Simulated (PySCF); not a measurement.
## Br (bromine, neutral) across methods

[Ar] 3d10 4s1 4p6, 2S determinant (an excited configuration). Calculation: PySCF 2.14, in aug-cc-pVDZ-PP with ECP10MDF; scalar relativity through the core potential. The B2PLYP total includes its PT2 part (frozen core); its orbital energies are those of the SCF part.

| method | E (hartree) | mean ε 4s α (eV) | mean ε 4p α (eV) | mean ε 4p β (eV) | Σ⟨r²⟩ (bohr²) | ⟨S²⟩ |
| --- | --- | --- | --- | --- | --- | --- |
| LDA | -415.7454 | -21.624 | -8.922 | -8.196 | 40.72 | 0.752 |
| r2SCAN | -416.1970 | -22.496 | -9.347 | -8.252 | 40.52 | 0.757 |
| PBE | -416.3334 | -21.425 | -8.835 | -8.035 | 40.79 | 0.753 |
| M06-2X | -416.4864 | -26.103 | -11.696 | -10.023 | 41.25 | 0.761 |
| UHF | -414.92153 | -31.063 | -14.231 | -10.804 | 41.61 | 0.783 |
| TPSSh | -416.2396 | -22.705 | -9.578 | -8.463 | 40.63 | 0.754 |
| B2PLYP | -415.9157 | -26.614 | -11.720 | -9.708 | 41.11 | 0.762 |
| PBE0 | -416.2852 | -24.014 | -10.364 | -9.021 | 40.74 | 0.756 |
| PBEsol | -415.9471 | -21.442 | -8.823 | -8.030 | 40.72 | 0.753 |

Energies and moments cover only the electrons outside the core potential.
